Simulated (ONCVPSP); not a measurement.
# gallium (Ga), ONCV: configuration errors across variants

```json
{
 "Element": "gallium",
 "Generator": "ONCVPSP 4.0.1",
 "Type": "optimised norm-conserving Vanderbilt (ONCV)",
 "Functional": "PBE",
 "Relativity": "scalar-relativistic",
 "Frozen core": "[Ne]",
 "Valence charge": "21",
 "Reference configuration": "3s2 3p6 3d10 4s1.5 4p1.5",
 "Partial waves": "3s+4s: rc 0.95 bohr, ncon 4, nbas 8, qcut 10 1/bohr, 3 projectors, debl 2 Ha; 3p+4p: rc 1.25 bohr, ncon 4, nbas 8, qcut 13.5 1/bohr, 2 projectors; 3d: rc 1.30 bohr, ncon 4, nbas 9, qcut 10.2 1/bohr, 1 projector",
 "Local potential": "polynomial inside 0.65 bohr (lpopt 4, dvloc0 0 Ha)",
 "Core correction": "none"
}
```

All-electron excitation energies from the reference (eV): (1) 3s2 3p6 3d10 4s2 4p1 -3.228; (2) 3s2 3p6 3d10 4s2 4p0 2.460; (3) 3s2 3p6 3d10 4s1 4p0 23.588; (4) 3s2 3p6 3d9 4s2 4p1 24.467.

Errors AE − PS in meV (a dash: test not solved or not reliable):

```tsv
change	(1)	(2)	(3)	(4)	bound ghosts	GHOST(+) flags above zero
base	+0.3	-0.2	-0.7	+121	none	s
core correction Teter function, fcfact 4, rcfact 1.45	+0.2	-0.4	-0.8	+120	none	s
d: nproj 3	+0.3	-0.2	-0.7	+177	none	s, d
local potential polynomial inside 0.95 bohr (lpopt 5, dvloc0 0 Ha)	+0.4	+0.3	0.0	+120	none	none
p: qcut 7.7	+0.2	-0.3	-0.7	+115	none	s, p
```

(1) Give the same row for: d: rc 1.54.

Answers

(1) +0.1, -0.3, -2.4, +230; bound ghosts: none; GHOST(+) flags above zero: s.
